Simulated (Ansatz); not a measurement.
Program: Ansatz. Geometries: PBE0-D4/def2-TZVP. ΔE: electronic, gas phase. CBS: MP2 limit from def2 TZ/QZ plus the TZ coupled-cluster correction, frozen cores. This one scheme is used for every species, atoms too. For atomizations the MP2-based limit and the directly extrapolated one differ by several kJ/mol either way, and by 10 to 25 for some Ge, Se and Sn compounds, so smaller differences from it don't rank the levels. Functionals use def2-TZVPP. HSE06 is defined as in plane-wave codes. No spin–orbit coupling; open shells (•) take unrestricted orbitals. Spin–orbit coupling would lower the free atoms: a little for B, C, Cl. Each species was taken in one conformer, which may not be the lowest.

`B/C=C/CCl` → B• + 3 C• + Cl• + 6 H•  (atomization)

```tsv
level	ΔE (eV)
HSE06	44.35
SCS-MP2/def2-TZVPP	43.39
```

Q: What does CCSD(T)/CBS give? (An estimate is asked.)

A: The calculation gave: +43.88 eV. The listed levels differ from it by 0.47, -0.49 eV.

Largest T1 diagnostic among the species: 0.014.

From PBE to PBE0 (25 % exact exchange), in def2-TZVPP and without D4, ΔE moves by −0.59 eV: exact exchange takes away binding that semilocal exchange gives to molecules. The D4 term adds +0.34 eV with B3LYP and +0.18 eV with PBE0; it sums over pairs of atoms, weighted by their polarisabilities, and B3LYP, whose exchange is more repulsive, gets the larger term. Leaving LDA and LC-ωPBE aside and taking each functional with its dispersion term where it has one, the values, not all of them listed here, spread over 2.04 eV, from BHLYP-D4 to PBE-D4. LDA lies +5.28 eV from PBE without D4, its usual overbinding.

B3LYP here is the variant with VWN-RPA as its local correlation; programs differ in this.
